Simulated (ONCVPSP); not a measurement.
## PBE ONCV dataset for germanium, scalar-relativistic all-electron reference.

ONCVPSP 4.0.1 was run on this input:

```
# ATOM AND REFERENCE CONFIGURATION
# atsym  z   nc   nv     iexc    psfile
  Ge 32.00    3    5        4      upf
#
#   n    l    f
    1    0    2.00
    2    0    2.00
    2    1    6.00
    3    0    2.00
    3    1    6.00
    3    2   10.00
    4    0    2.00
    4    1    2.00
#
# PSEUDOPOTENTIAL AND OPTIMIZATION
# lmax
    2
#
#   l,   rc,      ep,       ncon, nbas, qcut
    0    0.85    0.00    3    7   16.20
    1    1.20    0.00    3    6    9.40
    2    0.75    0.00    4    9   24.90
#
# LOCAL POTENTIAL
# lloc, lpopt,  rc(5),   dvloc0
    4    5    0.50    4.00
#
# VANDERBILT-KLEINMAN-BYLANDER PROJECTORs
# l, nproj, debl
    0    2    1.10
    1    2    1.40
    2    3    1.40
#
# MODEL CORE CHARGE
# icmod, fcfact, rcfact
    1    0.55    0.00
#
# LOG DERIVATIVE ANALYSIS
# epsh1, epsh2, depsh
   -8.00    5.00    0.04
#
# OUTPUT GRID
# rlmax, drl
    6.00    0.01
#
# TEST CONFIGURATIONS
# ncnf
    4
# nvcnf
#   n    l    f
    5
    3    0    2.00
    3    1    6.00
    3    2   10.00
    4    0    2.00
    4    1    1.00
#
    5
    3    0    2.00
    3    1    6.00
    3    2   10.00
    4    0    2.00
    4    1    0.00
#
    5
    3    0    2.00
    3    1    6.00
    3    2   10.00
    4    0    1.00
    4    1    0.00
#
    5
    3    0    2.00
    3    1    6.00
    3    2   10.00
    4    0    1.00
    4    1    2.00
#
```

Command:

```bash
oncvpsp.x < Ge.dat > Ge.out
```

The program printed (shortened: citation, most of the input echo, consistency checks and plot data are left out):

```
ONCVPSP  (Optimized Norm-Conservinng Vanderbilt PSeudopotential)
scalar-relativistic version 4.0.1

#   n    l    f        energy (Ha)
    1    0    2.00    -4.0281571E+02
    2    0    2.00    -5.0412488E+01
    2    1    6.00    -4.4051811E+01
    3    0    2.00    -6.1919266E+00
    3    1    6.00    -4.2489733E+00
    3    2   10.00    -1.0771536E+00
    4    0    2.00    -4.3112376E-01
    4    1    2.00    -1.4315416E-01

Reference configufation results
  iterations    25
  all-electron total energy (Ha)   -2.09883316D+03

Begin loop to  construct optimized pseudo wave functions
and semi-local pseudopoentials for all angular momenta

Calculating optimized projector #   1

 for l=   0

    Fraction of norm inside rc  0.843522
    Optimizing pswf for qcut=  16.19 a_B^-1,  ecut= 131.12 Ha
    Residual kinetic energy error=  5.29D-07 Ha

    Energy error per electron        Cutoff
         Ha          eV             Ha
         0.01000     0.27211       71.96
         0.00100     0.02721       89.79
         0.00010     0.00272      104.35
         0.00001     0.00027      115.69

Calculating optimized projector #   2

 for l=   0

    Fraction of norm inside rc  0.036331
    Optimizing pswf for qcut=  16.19 a_B^-1,  ecut= 131.12 Ha
    Residual kinetic energy error=  8.40D-08 Ha

    Energy error per electron        Cutoff
         Ha          eV             Ha
         0.01000     0.27211       54.23
         0.00100     0.02721       76.75
         0.00010     0.00272       94.59
         0.00001     0.00027      108.82

Calculating optimized projector #   1

 for l=   1

    Fraction of norm inside rc  0.964727
    Optimizing pswf for qcut=   9.39 a_B^-1,  ecut=  44.12 Ha
    Residual kinetic energy error=  2.04D-04 Ha

    Energy error per electron        Cutoff
         Ha          eV             Ha
         0.01000     0.27211       33.68
         0.00100     0.02721       39.85
         0.00010     0.00272       59.23

Calculating optimized projector #   2

 for l=   1

    Fraction of norm inside rc  0.035639
    Optimizing pswf for qcut=   9.39 a_B^-1,  ecut=  44.12 Ha
    Residual kinetic energy error=  6.32D-05 Ha

    Energy error per electron        Cutoff
         Ha          eV             Ha
         0.01000     0.27211       26.79
         0.00100     0.02721       35.74
         0.00010     0.00272       42.76
         0.00001     0.00027       69.27

   Wellstate for l =  2  n =  4
     eigenvalue =   0.3228
     asymptotic potential =   0.8228
     half-point radius =  5.3743

   Wellstate for l =  2  n =  5
     eigenvalue =   1.7228
     asymptotic potential =   2.2228
     half-point radius =  3.5922

Calculating optimized projector #   1

 for l=   2

    Fraction of norm inside rc  0.606701
    Optimizing pswf for qcut=  24.89 a_B^-1,  ecut= 309.78 Ha
    Residual kinetic energy error=  1.49D-08 Ha

    Energy error per electron        Cutoff
         Ha          eV             Ha
         0.01000     0.27211      168.24
         0.00100     0.02721      204.40
         0.00010     0.00272      234.27
         0.00001     0.00027      258.71

Calculating optimized projector #   2

 for l=   2

    Fraction of norm inside rc  0.021617
    Optimizing pswf for qcut=  24.89 a_B^-1,  ecut= 309.78 Ha
    Residual kinetic energy error=  7.89D-10 Ha

    Energy error per electron        Cutoff
         Ha          eV             Ha
         0.01000     0.27211      111.19
         0.00100     0.02721      157.77
         0.00010     0.00272      196.51
         0.00001     0.00027      228.74

Calculating optimized projector #   3

 for l=   2

    Fraction of norm inside rc  0.035649
    Optimizing pswf for qcut=  24.89 a_B^-1,  ecut= 309.78 Ha
    Residual kinetic energy error=  2.90D-09 Ha

    Energy error per electron        Cutoff
         Ha          eV             Ha
         0.01000     0.27211      129.64
         0.00100     0.02721      174.08
         0.00010     0.00272      211.13
         0.00001     0.00027      241.84

Construct Vanderbilt / Kleinmman-Bylander projectors

B matrix Hermiticity error, ll=   0
   1   2    1.0696E-03

  Orthonormal projector coefficients  4.4070E+01  4.7736E+00

B matrix Hermiticity error, ll=   1
   1   2    4.6082E-04

  Orthonormal projector coefficients  1.9035E+01 -2.7850E+00

B matrix Hermiticity error, ll=   2
   1   2    1.3536E-04
   1   3   -3.7650E-04
   2   3    3.9252E-05

  Orthonormal projector coefficients -3.6559E+01 -1.3251E+01 -1.9344E+00

Model core correction analysis
  based on d2Exc/dn_idn_j

d2excae - all-electron derivatives

   -4.643628D-02   -4.341656D-02   -3.436969D-02   -2.166301D-03
   -1.043310D-03
   -4.344136D-02   -4.212755D-02   -3.377410D-02   -2.123884D-03
   -1.027917D-03
   -3.451078D-02   -3.391394D-02   -3.204030D-02   -2.025242D-03
   -8.694310D-04
   -2.555741D-03   -2.624466D-03   -2.677537D-03   -5.619628D-04
   -1.517346D-04
   -1.195621D-03   -1.226742D-03   -1.141953D-03   -1.999301D-04
   -6.397924D-05

d2excps - pseudofunction derivatives with no core correction

   -4.595689D-02   -4.326407D-02   -3.869292D-02   -2.237832D-03
   -1.135923D-03
   -4.328878D-02   -4.172007D-02   -3.638511D-02   -2.015052D-03
   -9.827090D-04
   -3.883372D-02   -3.652471D-02   -3.514557D-02   -2.394902D-03
   -1.031614D-03
   -2.627144D-03   -2.515477D-03   -3.047034D-03   -5.475047D-04
   -1.479608D-04
   -1.288187D-03   -1.181483D-03   -1.304072D-03   -1.961508D-04
   -6.220828D-05

rms 2nd derivative error    1.568157E-03

Polynomial model core charge

d2excps - pseudofunction derivatives with core correction

   -4.501504D-02   -4.254081D-02   -3.708640D-02   -2.123818D-03
   -1.083465D-03
   -4.256553D-02   -4.122444D-02   -3.519170D-02   -1.924341D-03
   -9.441733D-04
   -3.722727D-02   -3.533137D-02   -3.308443D-02   -2.234884D-03
   -9.605419D-04
   -2.513123D-03   -2.424765D-03   -2.887006D-03   -5.358558D-04
   -1.424483D-04
   -1.235729D-03   -1.142947D-03   -1.232995D-03   -1.906381D-04
   -5.977129D-05

rms 2nd derivative error    9.888209E-04

Pseudoatom total energy -291.534481

Diagnostic tests using Vanderbilt-Kleinman-Bylander pseudopotentials
  1 or more projectors used as specified by nproj input data

   l    rcore       rmatch      e in        delta e   norm test  slope test

   0   0.8510183   0.8768570  -6.1919266  -0.0000278   1.0002978   1.0003191
   0   0.8510183   0.8768570  -0.4311238   0.0000306   1.0001540   1.0001289

   1   1.2039869   1.2405425  -4.2489733  -0.0000652   1.0002330   1.0002138
   1   1.2039869   1.2405425  -0.1431542   0.0000087   1.0000603   1.0000539

   2   0.7505529   0.7733413  -1.0771536  -0.0003253   1.0002212   0.9999932
   2   0.7505529   0.7733413   0.3228464  -0.0004523   1.0004295   1.0004295
   2   0.7505529   0.7733413   1.7228464  -0.0003791   1.0005096   1.0005096

 Testing for bound ghosts
   n   l    E NL Schr. Eq   E Basis Diag.   E Cutoff

   1   0       -6.191954       -6.191881    260.98
   2   0       -0.431093        0.065501    260.98

   2   1       -4.249039       -4.248857    108.04
   3   1       -0.143145        0.044904    108.04

   3   2       -1.077479       -1.052611    983.20

 Testing for highly-localized positive-energy ghosts
       l    <radius>/rc     E Basis Diag.   E Cutoff

       0        0.980176       30.193608    260.98  WARNING - GHOST(+)

Test configuration 0

   n   l     f        eae           eps        diff
   1   0  2.0000 -402.81570560
   2   0  2.0000  -50.41248757
   2   1  6.0000  -44.05181077
   3   0  2.0000   -6.19192659   -6.19195434   -2.78D-05
   3   1  6.0000   -4.24897334   -4.24903854   -6.52D-05
   3   2 10.0000   -1.07715362   -1.07747890   -3.25D-04
   4   0  2.0000   -0.43112376   -0.43109320    3.06D-05
   4   1  2.0000   -0.14315416   -0.14314547    8.69D-06

    Total energies and differences
      AE_ref= -2.09883316D+03  AE_tst= -2.09883316D+03  dif=  0.00D+00
      PS_ref= -2.91534481D+02  PS_tst= -2.91534481D+02  dif= -5.68D-13
      PSP excitation error=  5.68D-13

Test configuration 1

   n   l     f        eae           eps        diff
   1   0  2.0000 -403.15060002
   2   0  2.0000  -50.74465659
   2   1  6.0000  -44.38432619
   3   0  2.0000   -6.52362329   -6.52357321    5.01D-05
   3   1  6.0000   -4.58069972   -4.58070426   -4.54D-06
   3   2 10.0000   -1.40818962   -1.40850312   -3.14D-04
   4   0  2.0000   -0.72980429   -0.72976637    3.79D-05
   4   1  1.0000   -0.41315242   -0.41313465    1.78D-05

    Total energies and differences
      AE_ref= -2.09883316D+03  AE_tst= -2.09855959D+03  dif=  2.74D-01
      PS_ref= -2.91534481D+02  PS_tst= -2.91260889D+02  dif=  2.74D-01
      PSP excitation error= -2.27D-05

Test configuration 2

   n   l     f        eae           eps        diff
   1   0  2.0000 -403.55957955
   2   0  2.0000  -51.14734444
   2   1  6.0000  -44.78776752
   3   0  2.0000   -6.92516083   -6.92495582    2.05D-04
   3   1  6.0000   -4.98220147   -4.98209062    1.11D-04
   3   2 10.0000   -1.80786425   -1.80817011   -3.06D-04
   4   0  2.0000   -1.07491036   -1.07485976    5.06D-05

    Total energies and differences
      AE_ref= -2.09883316D+03  AE_tst= -2.09799220D+03  dif=  8.41D-01
      PS_ref= -2.91534481D+02  PS_tst= -2.90693454D+02  dif=  8.41D-01
      PSP excitation error= -7.45D-05

Test configuration 3

   n   l     f        eae           eps        diff
   1   0  2.0000 -404.08879965
   2   0  2.0000  -51.66384468
   2   1  6.0000  -45.30535013
   3   0  2.0000   -7.44173834   -7.44141420    3.24D-04
   3   1  6.0000   -5.49827965   -5.49827747    2.18D-06
   3   2 10.0000   -2.31871468   -2.31917288   -4.58D-04
   4   0  1.0000   -1.48670540   -1.48665151    5.39D-05

    Total energies and differences
      AE_ref= -2.09883316D+03  AE_tst= -2.09671363D+03  dif=  2.12D+00
      PS_ref= -2.91534481D+02  PS_tst= -2.89414794D+02  dif=  2.12D+00
      PSP excitation error= -1.65D-04

Test configuration 4

   n   l     f        eae           eps        diff
   1   0  2.0000 -403.21702464
   2   0  2.0000  -50.80837881
   2   1  6.0000  -44.44803262
   3   0  2.0000   -6.58942677   -6.58943555   -8.77D-06
   3   1  6.0000   -4.64628796   -4.64652211   -2.34D-04
   3   2 10.0000   -1.47187159   -1.47229147   -4.20D-04
   4   0  1.0000   -0.76580823   -0.76577250    3.57D-05
   4   1  2.0000   -0.44188817   -0.44187330    1.49D-05

    Total energies and differences
      AE_ref= -2.09883316D+03  AE_tst= -2.09823926D+03  dif=  5.94D-01
      PS_ref= -2.91534481D+02  PS_tst= -2.90940557D+02  dif=  5.94D-01
      PSP excitation error= -2.65D-05
```

The run took about 4.1 s on one core of a shared server CPU.
